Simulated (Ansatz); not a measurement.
Start from `C[SiH2]N[SiH3]` and change one atom or group to get `B[SiH2]N[SiH3]`.

Ansatz, PBE0-D4/def2-TZVP geometries, multiplicity 1. Each molecule was computed in one conformer, which needn't be the lowest.

```csv
property,`C[SiH2]N[SiH3]`
HOMO energy (ωB97M-V/def2-TZVPP) / eV,-9.65
HOMO–LUMO gap (PBE0/def2-TZVPP) / eV,7.55
LUMO energy (ωB97M-V/def2-TZVPP) / eV,1.76
HOMO energy (PBE0/def2-TZVPP) / eV,-7.36
size of the dipole moment (B3LYP/def2-TZVPP) / D,1.27
LUMO energy (B3LYP/def2-TZVPP) / eV,-0.04
```

(1) What does the change do to each property? (Estimate.)

Answers

(1) Ansatz gave: 
```tsv
property	`B[SiH2]N[SiH3]`	shift
HOMO energy (ωB97M-V/def2-TZVPP) / eV	-9.62	0.03
HOMO–LUMO gap (PBE0/def2-TZVPP) / eV	4.93	-2.62
LUMO energy (ωB97M-V/def2-TZVPP) / eV	-0.47	-2.23
HOMO energy (PBE0/def2-TZVPP) / eV	-7.36	0.00
size of the dipole moment (B3LYP/def2-TZVPP) / D	1.12	-0.15
LUMO energy (B3LYP/def2-TZVPP) / eV	-2.64	-2.60
```

Dipoles are sizes alone; their direction can turn.

B3LYP here is the variant with VWN-RPA as its local correlation; programs differ in this.
